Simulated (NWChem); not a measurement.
System: MoS2F2; SMILES [F][Mo]([F])(=[S])=[S]

NWChem input:

```
start job
memory heap 200 mb stack 900 mb global 1100 mb
geometry units angstroms
  Mo    -0.256112     0.061947     0.005472
  S      1.147709     0.469167    -1.564473
  S      0.868686    -0.956953     1.521366
  F     -1.403730    -1.127344    -0.647925
  F     -0.706160     1.637748     0.693031
end
basis spherical
  * library def2-svp
end
ecp
  Mo library def2-ecp
end
dft
  xc pbe0
  iterations 150
end
driver
  maxiter 120
end
task dft optimize
dft
  grid fine
  convergence energy 1d-8 density 1d-7
end
task dft freq numerical
```

Excerpt of the output:

```
             Northwest Computational Chemistry Package (NWChem) 7.3.0
             --------------------------------------------------------

 C2V symmetry detected

                             Geometry "geometry" -> ""
                             -------------------------

 Output coordinates in angstroms (scale by  1.889725989 to convert to a.u.)

  No.       Tag          Charge          X              Y              Z
 ---- ---------------- ---------- -------------- -------------- --------------
    1 Mo                  42.0000     0.00000000     0.00000000    -0.29170453
    2 S                   16.0000     1.70543795     0.00000000     1.00935158
    3 S                   16.0000    -1.70543795     0.00000000     1.00935158
    4 F                    9.0000     0.00000000    -1.57563485    -1.11375891
    5 F                    9.0000     0.00000000     1.57563485    -1.11375891

 Effective nuclear repulsion energy (a.u.)     706.8657001785

      Symmetry information
      --------------------

 Group name             C2v
 Group number             16
 Group order               4
 No. of unique centers     3

                                Z-matrix (autoz)
                                --------

 Units are Angstrom for bonds and degrees for angles

      Type          Name      I     J     K     L     M      Value
      ----------- --------  ----- ----- ----- ----- ----- ----------
    1 Stretch                  1     2                       2.14506
    2 Stretch                  1     3                       2.14506
    3 Stretch                  1     4                       1.77719
    4 Stretch                  1     5                       1.77719
    5 Bend                     2     1     3               105.32094
    6 Bend                     2     1     4               106.29358
    7 Bend                     2     1     5               106.29358
    8 Bend                     3     1     4               106.29358
    9 Bend                     3     1     5               106.29358
   10 Bend                     4     1     5               124.89529

                           NWChem Geometry Optimization
                           ----------------------------

[...]

      ----------------------
      Optimization converged
      ----------------------

  Step       Energy      Delta E   Gmax     Grms     Xrms     Xmax
  ---- ---------------- -------- -------- -------- -------- --------
@    5   -1063.55589432 -1.5D-07  0.00002  0.00001  0.00030  0.00048
                                     ok       ok       ok       ok

                                Z-matrix (autoz)
                                --------

 Units are Angstrom for bonds and degrees for angles

      Type          Name      I     J     K     L     M      Value     Gradient
      ----------- --------  ----- ----- ----- ----- ----- ---------- ----------
    1 Stretch                  1     2                       2.09224   -0.00002
    2 Stretch                  1     3                       2.09224   -0.00002
    3 Stretch                  1     4                       1.82997   -0.00001
    4 Stretch                  1     5                       1.82997   -0.00001
    5 Bend                     2     1     3               107.53410    0.00001
    6 Bend                     2     1     4               108.79865   -0.00000
    7 Bend                     2     1     5               108.79865   -0.00000
    8 Bend                     3     1     4               108.79865   -0.00000
    9 Bend                     3     1     5               108.79865   -0.00000
   10 Bend                     4     1     5               113.92513    0.00001

                         Geometry "geometry" -> "geometry"
                         ---------------------------------

 Output coordinates in angstroms (scale by  1.889725989 to convert to a.u.)

[...]

 Rotational Constants
 --------------------
 A=   0.077845 cm-1  (  0.112000 K)
 B=   0.062081 cm-1  (  0.089319 K)
 C=   0.054511 cm-1  (  0.078428 K)

 Temperature                      =   298.15K
 frequency scaling parameter      =   1.0000

 Zero-Point correction to Energy  =    5.186 kcal/mol  (  0.008264 au)
 Thermal correction to Energy     =    9.061 kcal/mol  (  0.014440 au)
 Thermal correction to Enthalpy   =    9.653 kcal/mol  (  0.015383 au)

 Total Entropy                    =   80.780 cal/mol-K
   - Translational                =   41.763 cal/mol-K (mol. weight = 199.8464)
   - Rotational                   =   26.817 cal/mol-K (symmetry #  =        2)
   - Vibrational                  =   12.200 cal/mol-K

 Cv (constant volume heat capacity) =   18.819 cal/mol-K
   - Translational                  =    2.979 cal/mol-K
   - Rotational                     =    2.979 cal/mol-K
   - Vibrational                    =   12.860 cal/mol-K

[normal modes left out]

 ----------------------------------------------------------------------------
 Normal Eigenvalue ||           Projected Infra Red Intensities
  Mode   [cm**-1]  || [atomic units] [(debye/angs)**2] [(KM/mol)] [arbitrary]
 ------ ---------- || -------------- ----------------- ---------- -----------
    1       -0.000 ||    0.000000           0.000         0.000       0.000
    2       -0.000 ||    0.000000           0.000         0.000       0.000
    3       -0.000 ||    0.000000           0.000         0.000       0.000
    4       -0.000 ||    0.000000           0.000         0.000       0.000
    5        0.000 ||    0.000000           0.000         0.000       0.000
    6        0.000 ||    0.000000           0.000         0.000       0.000
    7      177.897 ||    0.005982           0.138         5.832       2.428
    8      187.960 ||    0.001862           0.043         1.816       0.756
    9      203.699 ||    0.000000           0.000         0.000       0.000
   10      206.811 ||    0.000068           0.002         0.066       0.028
   11      221.107 ||    0.000626           0.014         0.610       0.254
   12      582.248 ||    0.005943           0.137         5.793       2.412
   13      602.334 ||    0.103009           2.376       100.418      41.813
   14      711.173 ||    0.131555           3.035       128.246      53.401
   15      736.170 ||    0.120484           2.780       117.453      48.907
 ----------------------------------------------------------------------------
```

Level: PBE0/def2-SVP with def2 effective core potentials on Mo. def2 effective core potentials on Mo; no spin-orbit coupling.
